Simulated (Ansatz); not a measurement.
The same path of C$_{3}$H$_{11}$NSSi (17 atoms, charge 0, multiplicity 1) was run twice with different band settings. Lost on the way: Si4–H12. Made: S3–H12.

The calculation used RKS PBE0/STO-3G (Ansatz).

Relaxed end points:

```xyz
17
Properties=species:S:1:pos:R:3
C -0.306 -2.377 -0.999
C 0.886 -1.395 -0.899
S 1.166 -0.703 0.765
Si -0.355 0.805 0.768
C 0.087 2.212 -0.383
N -0.600 1.486 2.381
H -1.256 -1.879 -0.766
H -0.377 -2.785 -2.016
H -0.178 -3.214 -0.300
H 1.805 -1.937 -1.172
H 0.761 -0.597 -1.649
H -1.622 0.232 0.362
H -0.704 2.968 -0.381
H 1.019 2.701 -0.082
H 0.214 1.862 -1.412
H 0.291 1.885 2.756
H -0.851 0.736 3.066
```

```xyz
17
Properties=species:S:1:pos:R:3
C -0.508 -2.249 -0.910
C 0.875 -1.591 -1.096
S 1.302 -0.425 0.245
Si -0.962 0.943 0.390
C -0.003 2.484 -0.239
N -0.787 1.323 2.062
H -1.251 -1.462 -0.697
H -0.796 -2.790 -1.820
H -0.494 -2.958 -0.072
H 1.662 -2.357 -1.184
H 0.885 -1.000 -2.024
H 1.039 -1.303 1.247
H -0.685 3.339 -0.319
H 0.820 2.796 0.414
H 0.416 2.329 -1.239
H -0.253 2.111 2.470
H -1.278 0.810 2.813
```

Common settings: movable images 5; climbing image yes; spring 5.0 eV/Å²; optimiser quadratic models (default); start path through a guess of the saddle point; force threshold 0.05 eV/Å; iteration limit 60.

| run | end points |
| --- | --- |
| 1 | relaxed |
| 2 | as typed, not relaxed |

Question: What does each run give, and how far can it be trusted?

Answer: Run 1: converged after 22 iterations, highest image 3.342 eV above the first end. Neighbouring images differ by up to 3.3 eV, so the band resolves the path poorly. A vibrational analysis at the climbing image gives one clearly imaginary mode, 1006i cm⁻¹, and a faint second one (23i cm⁻¹) that may be numerical noise or a soft torsion: probably a first-order saddle point.
Run 2: not converged after 60 iterations, highest image 6.881 eV above the first end. The band didn't meet its force threshold, so its energies are provisional: the largest band force was still 0.77 eV/Å, and over the last iterations the top stayed at 6.88 eV. Neighbouring images lie up to 4.4 Å apart, so the band is torn or far too coarse. The end points aren't both relaxed to the band's threshold either. Inner images lie below an end point, which means an intermediate or an end that isn't the lowest structure nearby.
The orbitals stay closed-shell, which can raise the energy where a bond breaks towards radicals; this wasn't checked here. Limits of this set-up: minimal basis.
